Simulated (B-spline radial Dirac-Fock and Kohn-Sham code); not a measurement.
**Auger decay of the M5 hole in Te⁴⁺**

System: Te⁴⁺, configuration [Kr] 4d10 5s2, inside a Watson sphere of charge -4 and radius 2 Å (a model of the Madelung potential; inside it an electron's potential energy is raised by 28.8 eV).

Input of the calculation (task.json; shells as n, l, electrons):

```json
{"items": [{
  "Z": 52,
  "q": 4,
  "cfg": [[1, 0, 2], [2, 0, 2], [2, 1, 6], [3, 0, 2], [3, 1, 6], [3, 2, 10], [4, 0, 2], [4, 1, 6], [4, 2, 10], [5, 0, 2]],
  "A": 130,
  "rrms": 4.7423,
  "watson": [-4, 2.0],
  "do": ["binding", "quiet", "decay"],
  "holes": ["K", "L1", "L2", "L3", "M1", "M2", "M3", "M4", "M5", "N1", "N2", "N3", "N4", "N5"]
}]}
```

Command: `python xray_run.py task.json out`

The computed values come from a radial finite-basis atomic code: a relativistic independent-particle model: LDA orbitals of the hole state, radiative multipoles to third order, Auger rates from the Coulomb interaction with a continuum orbital, Dirac-Fock energies. Kinetic energies are configuration averages from the vacuum level; the two-hole energies are estimated from single-hole states.

```tsv
transition	kinetic energy (eV)	width (meV)	share (%)
M5-N1N2	218.7	2.07	0.4
M5-N1N3	228.8	6.29	1.1
M5-N2N3	276.3	10.0	1.7
M5-N3N3	285.8	7.27	1.2
M5-N1N4	307.6	7.61	1.3
M5-N1N5	309.2	72.8	12.5
M5-N2N5	357.9	66.2	11.4
M5-N3N4	366.6	5.90	1.0
M5-N3N5	369.3	110	18.9
M5-N4N5	448.3	129	22.2
M5-N5N5	450.0	150	25.7
M5-N5O1	493.1	11.1	1.9
```

The listed channels hold 99 % of the non-radiative rate. Summed by principal shells, of 0.582 eV in all: MNN 97.9 %, MNO 2.1 %.
